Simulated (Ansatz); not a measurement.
C2H7BN2. The species carries charge 0 and has multiplicity 1. The bonds changed during the relaxation, so this is another structure than the one it started from.

```xyz
12

N    -0.780   -0.430   -0.859
C     0.336   -0.096    0.126
N     1.631   -0.571    0.078
B    -1.069   -0.117    0.684
C    -0.231    1.220    0.554
H    -0.804   -1.391   -1.169
H    -0.996    0.232   -1.603
H     1.749   -1.564    0.204
H     2.222   -0.197   -0.651
H    -1.843   -0.690    1.379
H    -0.433    1.987   -0.203
H     0.219    1.618    1.459
```

**Question.** Give the diagnostics of a CCSD(T)/def2-TZVPP run (frozen core, Ansatz 0.2.0). (An estimate is asked.)

**Answer.** The calculation gave: T1 = 0.0102, largest single amplitude 0.008, largest double 0.014, (T) share of the correlation energy 4.1 %, 9 CCSD cycles. The RHF solution is stable towards an unrestricted one. T1 lies under the customary mark of 0.02 for closed shells.
